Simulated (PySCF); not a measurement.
The isolated species Ga(SiH3)3 (`[SiH3][Ga]([SiH3])[SiH3]`) is ionised with synchrotron light (hν = 2600.0 eV). Calculated photoelectron kinetic energies of its computed core levels, recoil neglected:

```tsv
line	kinetic energy (eV)
1	2493.84
2	2493.22
3	754.17
```

Theory: delta-SCF UKS SCAN, pcX-2 on the ionised atom, pcseg-1 elsewhere, spin-free X2C (PySCF 2.14.0).

**Question.** Convert to binding energies and name the level and atom behind each line. Bonds: Ga1–Si2, Ga1–Si6, Ga1–Si10. Hydrogens: H3, H4, H5 on Si2; H7, H8, H9 on Si6; H11, H12, H13 on Si10.

**Answer.** Against the vacuum level, binding energy = hν − kinetic energy.

```
line  binding energy (eV)     level         atoms                   environment
   1               106.16  Si 2p3/2  Si2/Si6/Si10  silicon bonded to Ga and 3 H
   2               106.78  Si 2p1/2  Si2/Si6/Si10  silicon bonded to Ga and 3 H
   3              1845.83     Si 1s  Si2/Si6/Si10  silicon bonded to Ga and 3 H
```

**Question.** Where does line 2 move with hν = 1253.6 eV?

**Answer.** To 1253.6 − 106.78 = 1146.82 eV; every photoline shifts by the change in photon energy, -1346.4 eV.

**Question.** Which photon wavelength matches the Si 2p3/2 of Si2/Si6/Si10 threshold?

**Answer.** λ = hc/E = 12398.42 eV Å / 106.16 eV = 116.790 Å.

Other core shells, valence and Auger electrons aren't listed. The first atom of each set that the bonding makes equivalent was ionised and stands for the set. The 2p values add to the ΔSCF energy of one spin-free hole a correction within the shell (spin–orbit coupling, ligand field). 2p1/2 minus 2p3/2 (ligand field included): Si 0.62 eV. No level of gallium is listed. Isolated species at its PBE0-D3(BJ)/def2-SVP geometry, gas phase.

Hardware: Intel Xeon at 2.50 GHz, one thread, no GPU, shared host with 64 logical CPUs at a one-minute load of 61. Cost: 28 s, 0.42 GiB resident at most.
